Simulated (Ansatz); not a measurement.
Task: Name a neutral molecule of C, Cl, In, N and H with size of the dipole moment (B3LYP/def2-TZVPP) between 3.00 and 3.30 D and LUMO energy (PBE0/def2-TZVPP) between -1.35 and -1.05 eV (Ansatz, PBE0-D4/def2-TZVP geometry).

Result: `CC[N](C)[InH][Cl]` (3.01 D, -1.19 eV); `C[N](C)[In]([NH2])[Cl]` (3.06 D, -1.28 eV). Other molecules can fit too; these were computed, each in one conformer that needn't be the lowest.

B3LYP here is the variant with VWN-RPA as its local correlation; programs differ in this.
